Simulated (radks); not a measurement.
The numbers below are computed, except where a source is named.
Exchange energies: the exact (Fock) value of the Kohn-Sham orbitals and density-functional approximations, as 100 (|E| - |E exact|)/|E exact|, negative where the magnitude is too small. Species: Ge2+ [Ar] 3d10 4s2; Bi [Hg] 6p3; Yb [Xe] 4f14 6s2; P [Ne] 3s2 3p3. Level of theory: non-relativistic Kohn-Sham, r2SCAN, spin-polarised, spherical densities, point nucleus; meta-GGA in the generalised Kohn-Sham scheme (a radial shooting solver on a logarithmic mesh with Libxc functionals). Every spin shell is full or empty, so the densities are truly spherical. Functionals are evaluated on that one density, not self-consistently.

| functional | Ge2+ | Bi | Yb | P |
|---|---|---|---|---|
| exact (hartree) | -76.8965 | -366.194 | -275.890 | -22.6295 |
| LDA | -5.67 | -3.77 | -3.81 | -8.11 |
| PBEsol | -2.46 | -1.80 | -1.65 | -3.56 |
| revPBE | -0.02 | -0.29 | +0.01 | -0.13 |
| PW91 | +0.20 | +0.02 | +0.31 | -0.15 |
| OPTX | +0.94 | +1.91 | +1.98 | +0.01 |
| AM05 | -5.16 | -3.58 | -3.58 | -7.07 |
| B86b | +0.26 | -0.03 | +0.28 | +0.07 |
| SCAN | +0.36 | +0.03 | +0.28 | +0.28 |
| r2SCAN | +0.11 | -0.20 | +0.04 | +0.04 |
| MS2 | -0.24 | -0.69 | -0.41 | +0.13 |
| Tao-Mo | -0.45 | -0.86 | -0.58 | -0.10 |
| TASK | -2.46 | -1.81 | -1.79 | -2.97 |
| MVS | +0.13 | +0.07 | +0.25 | -0.18 |
